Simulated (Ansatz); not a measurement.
A run for Ansatz (an electronic-structure program): U-CCSD(T)/def2-TZVPP on H4SiSn (SMILES [SiH3][SnH]), a point of a bond scan (R = 2.606 Å). Elements past Kr take the def2 small-core potentials; no spin–orbit coupling. The run froze 14 orbitals, filled d shells among them.

Ansatz 0.2 input:
```yaml
crystal:
  periodic: [false, false, false]
  atoms:
    - {symbol: Sn, position_ang: [0.02237086, 0.53981681, 0.43431833]}
    - {symbol: H, position_ang: [-0.41337285, 1.51871614, -0.98769639]}
    - {symbol: Si, position_ang: [-0.03832567, -1.60228988, -1.15890495]}
    - {symbol: H, position_ang: [1.67383205, -1.32906717, -3.10381195]}
    - {symbol: H, position_ang: [-1.38830314, -1.75349091, -1.76837148]}
    - {symbol: H, position_ang: [0.27964234, -2.87784461, -0.46489888]}
basis:
  gaussian:
    orbitals: def2-TZVPP
correlation: {method: ccsd_t, electrons: outside_noble_gas}
scf: {omitted_lower_state_checks: [cluster_reference]}
magnetization: {spin_polarized: true, initial_magnetization: 0}
```

Problem. What total energy does the run end on?

Solution. -504.7567 hartree (reference determinant -504.4976, T1 diagnostic 0.082). Its determinant has ⟨S²⟩ = 1.02, a mixture of spin states.

Problem. How many basis functions does it have, and what does it roughly cost on one machine?

Solution. 148 functions; very roughly 40 core-seconds.
